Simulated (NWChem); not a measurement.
# A calculation on H4AlN

SMILES: [NH2][AlH2]
```xyz
6

Al     0.0000     0.0000    -0.6574
H     -1.4182     0.0000    -1.3946
H      1.4182     0.0000    -1.3946
N      0.0000     0.0000     1.1285
H     -0.8364     0.0000     1.7180
H      0.8364     0.0000     1.7180
```
Charge 0, spin multiplicity 1.

The numbers come from NWChem runs, not from measurements. The geometry was optimised at PBE/def2-SVP, a minimum by its harmonic frequencies. It is one conformer; others weren't searched.

Symmetry labels belong to the abelian group C2v used in the runs, with the axes of the coordinates shown.

The structure started from a generated list of species.

Problem. List the lowest 4 singlet excitations that TD-PBE/aug-cc-pVDZ gives, with oscillator strengths.

Solution. 
```
state  symmetry  energy (eV)  wavelength (nm)      f
-----  --------  -----------  ---------------  -----
1            a1         5.33              232  0.085
2            b2         5.50              225  0.070
3            a2         5.64              220  0.000
4            b1         6.29              197  0.001
```
